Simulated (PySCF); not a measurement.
Species: C8H17BO.
SMILES with atom numbers: `[CH3:1][B:2]([CH3:3])[C@@H:4]1[CH2:5][CH2:6][CH2:7][O:8][CH2:9][CH2:10]1` (hydrogens: H11, H12, H13 on C1; H14, H15, H16 on C3; H17 on C4; H18, H19 on C5; H20, H21 on C6; H22, H23 on C7; H24, H25 on C9; H26, H27 on C10)

A GFN2-xTB structure was refined with PySCF 2.14.0, PBE0-D3(BJ)/def2-SVP geometry optimisation, gas phase. Its GFN2-xTB values:

| coordinate | GFN2-xTB |
| --- | --- |
| C1–H11 | 1.088 Å |
| B2–C4 | 1.598 Å |
| C3–H14 | 1.091 Å |
| C4–H17 | 1.098 Å |
| C5–H18 | 1.093 Å |
| C5–H19 | 1.091 Å |
| C6–C7 | 1.536 Å |
| C6–H20 | 1.092 Å |
| C6–H21 | 1.093 Å |
| C7–H22 | 1.094 Å |
| C7–H23 | 1.103 Å |
| O8–C9 | 1.411 Å |
| C9–C10 | 1.533 Å |
| C9–H25 | 1.097 Å |
| C10–H26 | 1.091 Å |
| C10–H27 | 1.092 Å |
| B2–C4–C5 | 113.2° |
| B2–C4–C10 | 107.8° |
| C4–C5–C6 | 112.9° |
| C4–C10–C9 | 114.3° |
| C5–C4–C10 | 111.1° |
| C5–C6–C7 | 113.4° |
| C7–O8–C9 | 116.1° |
| O8–C9–C10 | 112.0° |
| C1–B2–C4–C5 | 51° |
| B2–C4–C5–C6 | 165° |
| C4–C5–C6–C7 | 87° |
| O8–C9–C10–C4 | -74° |

**Question.** How do these coordinates change at the PBE0-D3(BJ)/def2-SVP level?

**Answer.** 
| coordinate | PBE0-D3(BJ)/def2-SVP (Å or °) | change |
| --- | --- | --- |
| C3–H14 | 1.108 | +0.017 |
| C1–H11 | 1.103 | +0.015 |
| C10–H26 | 1.104 | +0.013 |
| B2–C4 | 1.585 | -0.013 |
| C10–H27 | 1.105 | +0.013 |
| C5–H19 | 1.103 | +0.012 |
| C9–H25 | 1.108 | +0.011 |
| C6–H20 | 1.103 | +0.011 |
| C6–H21 | 1.103 | +0.010 |
| C5–H18 | 1.103 | +0.010 |
| O8–C9 | 1.402 | -0.009 |
| C4–H17 | 1.107 | +0.009 |
| C9–C10 | 1.524 | -0.009 |
| C6–C7 | 1.529 | -0.007 |
| C7–H23 | 1.110 | +0.007 |
| C7–H22 | 1.101 | +0.007 |
| C5–C4–C10 | 113.7 | +2.6 |
| B2–C4–C10 | 105.7 | -2.1 |
| C4–C10–C9 | 115.4 | +1.1 |
| C5–C6–C7 | 114.5 | +1.1 |
| C7–O8–C9 | 117.0 | +0.9 |
| B2–C4–C5 | 114.1 | +0.9 |
| O8–C9–C10 | 111.3 | -0.7 |
| C4–C5–C6 | 113.5 | +0.6 |
| B2–C4–C5–C6 | 170 | +5 |
| C1–B2–C4–C5 | 47 | -4 |
| O8–C9–C10–C4 | -71 | +3 |
| C4–C5–C6–C7 | 84 | -3 |

The energy falls by 1.9 kcal/mol over 4 energy and gradient evaluations, the largest force component goes from 0.0148 to 3.9e-04 Eh/bohr, and the atoms move by 0.085 Å rms after alignment. Among the bonds, C1–H12 and C3–H14 change most and about equally (+0.016 to +0.017 Å). Bonds longer at the end by more than 0.005 Å: 17 of 27; shorter: 5. Rotational constants go from 2340, 758.2, 705.3 to 2315, 771.5, 712.2 MHz.

The run used 225 basis functions and 27 SCF cycles in all.

No PBE0-D3(BJ)/def2-SVP frequencies stand behind this structure, so it isn't proved a minimum. One conformer, not necessarily the lowest.
